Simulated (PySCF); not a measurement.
Static response to an electric field

Compound: In(AsH3)Cl3.
Geometry (PBE0-D3(BJ)/def2-SVP, Å), atoms numbered from 1 in this order:
```
atom  x, y, z in Å
In1    0.0836    0.0045   -1.5589
As2   -0.0277   -0.0227    1.2382
H3     0.6656    1.0820    1.9930
H4     0.5615   -1.2087    1.9573
H5    -1.3705    0.0277    1.9204
Cl6    2.4198    0.0278   -1.7748
Cl7   -1.1024    1.9893   -1.9254
Cl8   -1.0916   -1.9856   -1.9336
```

Level: wB97X-D/def2-SVPD (PySCF), static field, nuclei fixed, core orbitals frozen in the response. The polarisability tensor in these axes (au):

```
x   109.98   0.16   0.02
y     0.16 108.59  -0.24
z     0.02  -0.24 114.60
```

Give the principal values, the mean and the anisotropy Δα = √{½[(α1 − α2)² + (α2 − α3)² + (α1 − α3)²]}.

Principal values 108.57, 110.00 and 114.61 au; mean 111.06 au = 16.46 Å³ = 18.31 × 10⁻⁴⁰ C²·m²/J; Δα = 5.47 au (5 % of the mean).

What is the dipole moment, and where does it point?

(-0.12, -0.08, 5.80) D, 5.80 D in size, pointing from the negative to the positive side. Measured along this direction, the outermost atoms are Cl7, Cl8 and Cl6 at the negative end and H3, H4 and H5 at the positive end.

Find the Langevin capture rate constant for NO+ (29.998 u) meeting this molecule (297.756 u), k = 2.342 × 10⁻⁹ cm³/s × √(α in Å³ / reduced mass in u).

The reduced mass is 27.25 u, so k = 1.82 × 10⁻⁹ cm³/s. The formula leaves out the permanent dipole, which adds to the capture rate.

In a dilute gas of rigid molecules at 350 K, how does the orientational term μ²/3kT compare with the electronic polarisability?

In Gaussian units μ²/3kT = 232.03 Å³ against 16.46 Å³, a ratio of 14.10; the Debye molar polarisation (4π/3)N_A(α + μ²/3kT) is 626.8 cm³/mol, leaving out the vibrational part.

Estimate the molar refractivity from the static electronic polarisability.

Lorentz–Lorenz: R = (4π/3)N_A α = 2.5225 cm³/(mol·Å³) × 16.46 Å³ = 41.5 cm³/mol, in the limit of long wavelengths.

Refractivity n − 1 of an ideal gas of it at 298.15 K and 1 atm, from the electronic α?

N = p/kT = 2.4615 × 10¹⁹ cm⁻³, so n − 1 = 2π × N × 16.46 × 10⁻²⁴ cm³ = 2545 × 10⁻⁶ at long wavelengths.

Geometry: PBE0-D3(BJ)/def2-SVP; no solvent, vibrations or thermal averaging. Atoms past krypton carry effective core potentials; spin–orbit coupling is left out. The calculation is non-relativistic apart from the core potentials, for arsenic too.
